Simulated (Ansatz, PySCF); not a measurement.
Species: C₃H₈O, charge 0, multiplicity 1. 
Structure (B3LYP-D3(BJ)/def2-TZVP (Ansatz, a first-principles code) minimum search):
```xyz
12

C     -1.8645    -0.1931    -0.3023
C     -0.5633    -0.0415     0.4803
C      0.6470     0.0514    -0.4275
O      1.8098     0.1901     0.3857
H     -1.8566    -1.0970    -0.9161
H     -2.0299     0.6578    -0.9677
H     -2.7210    -0.2579     0.3699
H     -0.5982     0.8550     1.1046
H     -0.4258    -0.8898     1.1558
H      0.5406     0.9120    -1.1014
H      0.7147    -0.8511    -1.0496
H      2.5829     0.2497    -0.1841
```
Charge 0, spin multiplicity 1.

Total electronic energies in hartree. Valence correlation only, unless marked. Spin-orbit coupling is left out. Non-relativistic. Basis-set limits of correlation are two-point, X^-3; Hartree-Fock from the larger set. The bracket is a focal-point correction in the basis named.

```json
[
 {"level": "HF-D3(BJ)/def2-TZVPD", "program": "PySCF + dftd3", "energy (Eh)": "-193.25212"},
 {"level": "PBE0/def2-QZVPP", "program": "Ansatz", "energy (Eh)": "[?]"},
 {"level": "BHLYP-D3(BJ)/def2-TZVPD", "program": "Ansatz + dftd3", "energy (Eh)": "[?]"},
 {"level": "LC-wPBE-D3(BJ)/def2-TZVPD", "program": "Ansatz + dftd3", "energy (Eh)": "[?]"},
 {"level": "RI-MP2/aug-cc-pVTZ", "program": "Ansatz", "energy (Eh)": "-193.98259"},
 {"level": "RI-MP2/aug-cc-pVQZ", "program": "Ansatz", "energy (Eh)": "-194.03923"},
 {"level": "SCS-MP2/aug-cc-pVDZ", "program": "Ansatz", "energy (Eh)": "-193.79676"},
 {"level": "CCSD/6-31G", "program": "Ansatz", "energy (Eh)": "-193.46977"},
 {"level": "RI-MP2/CBS(aug-cc-pVTZ,aug-cc-pVQZ)+[CCSD(T)-MP2]/aug-cc-pVTZ", "program": "Ansatz", "energy (Eh)": "-194.1408"}
]
```

### Question
What belongs in the gaps?

### Answer

- PBE0/def2-QZVPP, energy (Eh): -194.21413
- BHLYP-D3(BJ)/def2-TZVPD, energy (Eh): -194.32252
- LC-wPBE-D3(BJ)/def2-TZVPD, energy (Eh): -194.32517
